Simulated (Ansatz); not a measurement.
System: sum formula GeCl$_{2}$F (charge 0, doublet). It need not be the lowest isomer of its formula. SMILES: [Cl][Ge]([F])[Cl]
Structure (B3LYP-D3(BJ)/def2-TZVP (Ansatz, a program for electronic structure) minimum search):
```xyz
4

F     -0.0487     1.8411    -0.3478
Ge    -0.0112     0.2706     0.4104
Cl    -1.7608    -0.7922    -0.3099
Cl     1.8077    -0.6919    -0.2785
```
Charge 0, spin multiplicity 2.

Property: atomisation energy (electronic, to ground-state atoms), in kcal/mol. Correlated levels leave the core frozen unless marked. UHF or UKS for open shells. Spin-orbit coupling is left out. The frozen core is the preceding noble-gas configuration, with the filled d and f shells of earlier blocks. Non-relativistic. The coupled-cluster limit lacks core correlation, which all-electron functionals hold. CBS(X,Y): correlation extrapolated as X^-3; Hartree-Fock from the larger set.

```
level                            program  atomisation energy (kcal/mol)
------------------------  --------------  -----------------------------
BLYP/def2-TZVPD                   Ansatz                          265.4
r2SCAN0/def2-TZVPD                Ansatz                          266.9
B2PLYP-D3(BJ)/def2-TZVPD  Ansatz + dftd3                          269.3
MP2/STO-3G                        Ansatz                          238.7
```

### Question
Estimate the value at CCSD(T)/CBS(def2-TZVPP,def2-QZVPP) as computed with Ansatz.

### Answer
274.5 kcal/mol, so MP2/STO-3G differs from it by -35.8 kcal/mol.
